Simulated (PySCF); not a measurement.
Work out the structure from these simulated measurements.

Elements present: C, F, H and Si. Monoisotopic mass: 162.0153 u.

* NMR, other nuclei: isotropic shieldings of nuclei other than C and H, by class: 349 (1 F), 408 (1 Si), 426 (1 Si), 466 (1 Si) ppm [GIAO PBE0/pcSseg-1]
* Dipole: 1.73 D [PBE0/pcSseg-1]
* 13C NMR: chemical shifts (computed TMS as zero) by class: 96.0 (1 C), 43.4 (1 C), 40.6 (1 C), 7.6 (1 C) ppm [GIAO PBE0/pcSseg-1]
* 1H NMR: chemical shifts (computed TMS as zero) by class: 4.27 (1 H), 4.01 (1 H), 3.88 (1 H), 3.52 (3 H), 2.48 (1 H), 2.35 (1 H), 1.93 (1 H), 1.80 (1 H), 1.50 (1 H) ppm [GIAO PBE0/pcSseg-1]
* Rotational structure: rotational constants A, B, C: 2.314, 0.756, 0.691 GHz [GFN2-xTB]

The electronic properties come from PySCF, for the isolated species, density fitting. Levels stand in brackets. Isolated species at its GFN2-xTB geometry, gas phase. NMR values are class means; diastereotopic atoms form classes of their own.

Q: Which formula fits the mass and the elements?

A: C4H11FSi3 (calculated 162.0153). No other formula that holds each of these elements comes within 0.0003 u with a fitting electron parity and a possible valence count.

Q: What is the compound? Reason from the data.

A: Numbering: `[F:1][C@:2]12[CH2:3][C@H:4]([CH2:5]1)[Si@@H:6]([SiH3:7])[SiH2:8]2`. Its formula, C4H11FSi3, gives 2 degrees of unsaturation: 2 rings and 0 π bonds in the structure found. 4 carbons fall into 4 classes; from least to most shielded: sp3 C–F carbon [C2] (96.0 ppm), four-membered-ring carbon [C5] (43.4 ppm), four-membered-ring carbon [C3] (40.6 ppm), ring sp3 carbon bound to silicon [C4] (7.6 ppm). Hydrogen classes from least to most shielded: 1 H on an SiH silicon, Si6 (4.27 ppm), 1 H on an SiH2 silicon, Si8 (4.01 ppm), 1 H on an SiH2 silicon, Si8 (3.88 ppm), 3 H on an SiH3 silicon, Si7 (3.52 ppm), 1 H on a four-membered-ring carbon, C5 (2.48 ppm), 1 H on a four-membered-ring carbon, C3 (2.35 ppm), 1 H on a four-membered-ring carbon, C5 (1.93 ppm), 1 H on a four-membered-ring carbon, C3 (1.80 ppm), 1 H on an sp3 carbon bound to silicon, C4 (1.50 ppm). The other shieldings belong to: 349 ppm, alkyl fluorine [F1]; 408 ppm, SiH silicon [Si6]; 426 ppm, SiH2 silicon [Si8]; 466 ppm, SiH3 silicon [Si7]. The optimised geometry has point group C1 and is an asymmetric top. Structure: `F[C@]12C[C@H](C1)[Si@@H]([SiH3])[SiH2]2`. The assignments are read from this structure; whether some other isomer fits the data as well wasn't checked. The mirror image fits equally.
